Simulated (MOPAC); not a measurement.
MOPAC input (PM7):

```
PM7 1SCF CHARGE=-1 GEO-OK AUX(PRECISION=9) THREADS=1
H2ClGeO

Ge   -0.13787901 1   -0.70653447 1   -0.11847276 1
O     1.70995650 1   -0.50860189 1   -0.37761207 1
Cl   -0.66448713 1    1.62851734 1    0.29063880 1
H    -0.04865765 1   -0.97579602 1    1.49866258 1
H     2.07741535 1   -0.03108058 1    0.37250271 1
```

Output:

```
 *******************************************************************************
 **                                                                           **
 **                              MOPAC v23.2.5                                **
 **                                                                           **
 *******************************************************************************
 ** MOPAC's Digital Object Identifier: https://doi.org/10.5281/zenodo.6511958 **
 **                                                                           **
 ** Please cite the open-source release paper for use of this MOPAC version:  **
 ** J. E. Moussa and J. J. P. Stewart (2026)                                  **
 ** MOPAC: An open-source semiempirical molecular orbital program             **
 ** J. Open Source Softw., 11(119), 8025, https://doi.org/10.21105/joss.08025 **
 *******************************************************************************

                              PM7 CALCULATION RESULTS

 *******************************************************************************
 *  PM7        - The PM7 Hamiltonian to be used
 *  GEO-OK     - OVERRIDE INTERATOMIC DISTANCE AND OTHER SAFETY CHECKS
 *
 *
 *
 *                 CHARGE ON SYSTEM = -1
 *
 *
 *
 *  1SCF       - DO 1 SCF AND THEN STOP
 *  AUX        - OUTPUT AUXILIARY INFORMATION
 *******************************************************************************
PM7 1SCF CHARGE=-1 GEO-OK AUX(PRECISION=9) THREADS=1
 H2ClGeO

   ATOM   CHEMICAL          X               Y               Z
  NUMBER   SYMBOL      (ANGSTROMS)     (ANGSTROMS)     (ANGSTROMS)

     1      Ge         -0.13787901  *  -0.70653447  *  -0.11847276  *
     2       O          1.70995650  *  -0.50860189  *  -0.37761207  *
     3      Cl         -0.66448713  *   1.62851734  *   0.29063880  *
     4       H         -0.04865765  *  -0.97579602  *   1.49866258  *
     5       H          2.07741535  *  -0.03108058  *   0.37250271  *

          CARTESIAN COORDINATES

    NO.       ATOM           X           Y           Z

     1        Ge         -0.1379     -0.7065     -0.1185
     2         O          1.7100     -0.5086     -0.3776
     3        Cl         -0.6645      1.6285      0.2906
     4         H         -0.0487     -0.9758      1.4987
     5         H          2.0774     -0.0311      0.3725

 General Reference for PM7:
 "Optimization of Parameters for Semiempirical Methods VI: More Modifications to the
 NDDO Approximations and Re-optimization of Parameters", J. J. P. Stewart, J. Mol. Mod., 1:32, 19 (2013)
 https://link.springer.com/article/10.1007/s00894-012-1667-x

           Empirical Formula: H2 O Ge Cl  =     5 atoms

      MOLECULAR POINT GROUP   :   C1

      RHF CALCULATION, NO. OF DOUBLY OCCUPIED LEVELS = 10

 -------------------------------------------------------------------------------
 PM7 1SCF CHARGE=-1 GEO-OK AUX(PRECISION=9) THREADS=1
 H2ClGeO

     1SCF WAS SPECIFIED, SO BFGS WAS NOT USED
     SCF FIELD WAS ACHIEVED

                              PM7 CALCULATION
                                                       MOPAC v23.2.5 Linux

          FINAL HEAT OF FORMATION =       -109.86555 KCAL/MOL =    -459.67748 KJ/MOL

          COSMO AREA              =        109.62 SQUARE ANGSTROMS
          COSMO VOLUME            =         98.26 CUBIC ANGSTROMS

          IONIZATION POTENTIAL    =          3.907501 EV
          HOMO LUMO ENERGIES (EV) =         -3.908  4.155
          NO. OF FILLED LEVELS    =         10
          MOLECULAR WEIGHT        =        126.0582         POINT GROUP:  C1

          MOLECULAR DIMENSIONS (Angstroms)

            Atom       Atom       Distance
           Cl     3    O     2     3.26371
            H     5    H     4     2.31046
            H     4   Ge     1     1.44667

          SCF CALCULATIONS        =          1

   ATOM   CHEMICAL          X               Y               Z
  NUMBER   SYMBOL      (ANGSTROMS)     (ANGSTROMS)     (ANGSTROMS)

     1      Ge         -0.13787901  *  -0.70653447  *  -0.11847276  *
     2       O          1.70995650  *  -0.50860189  *  -0.37761207  *
     3      Cl         -0.66448713  *   1.62851734  *   0.29063880  *
     4       H         -0.04865765  *  -0.97579602  *   1.49866258  *
     5       H          2.07741535  *  -0.03108058  *   0.37250271  *

                             CARTESIAN COORDINATES

   1   Ge       -0.137879010    -0.706534470    -0.118472760
   2    O        1.709956500    -0.508601890    -0.377612070
   3   Cl       -0.664487130     1.628517340     0.290638800
   4    H       -0.048657650    -0.975796020     1.498662580
   5    H        2.077415350    -0.031080580     0.372502710

           Empirical Formula: H2 O Ge Cl  =     5 atoms

      MOLECULAR POINT GROUP   :   C1

                  EIGENVALUES
 -21.91771 -19.76122 -11.92729 -10.44430  -7.09066  -6.53749  -5.95363  -5.78578
  -5.57671  -3.90750   4.15456   5.22546   6.88326  10.95301  79.87591  79.89239
  80.00666  80.20942  80.21146

              NET ATOMIC CHARGES AND DIPOLE CONTRIBUTIONS

  ATOM NO.   TYPE          CHARGE      No. of ELECS.   s-Pop       p-Pop       d-Pop
    1         Ge           0.197652        3.8023     1.70343     2.09891
    2          O          -0.835715        6.8357     1.79235     5.04336
    3         Cl          -0.651283        7.6513     1.99544     5.65203     0.00381
    4          H          -0.027267        1.0273     1.02727
    5          H           0.316613        0.6834     0.68339
 DIPOLE           X         Y         Z       TOTAL
 POINT-CHG.    -1.909    -3.746     0.771     4.275
 HYBRID         1.382     0.982     1.433     2.220
 SUM           -0.527    -2.764     2.204     3.574

          ATOMIC ORBITAL ELECTRON POPULATIONS

     Atom    s        px        py        pz      x^2-y^2     xz        z^2       yz        xy
    1 Ge   1.70343   0.53906   0.45587   1.10398
    2  O   1.79235   1.62506   1.79596   1.62235
    3 Cl   1.99544   1.96876   1.70097   1.98230   0.00186   0.00007   0.00078   0.00026   0.00083
    4  H   1.02727
    5  H   0.68339

 **********************
 *                    *
 * JOB ENDED NORMALLY *
 *                    *
 **********************

 == MOPAC DONE ==
```

The dipole moment of an ion depends on the origin.

The geometry given is a B3LYP-D3(BJ)/def2-TZVP minimum.
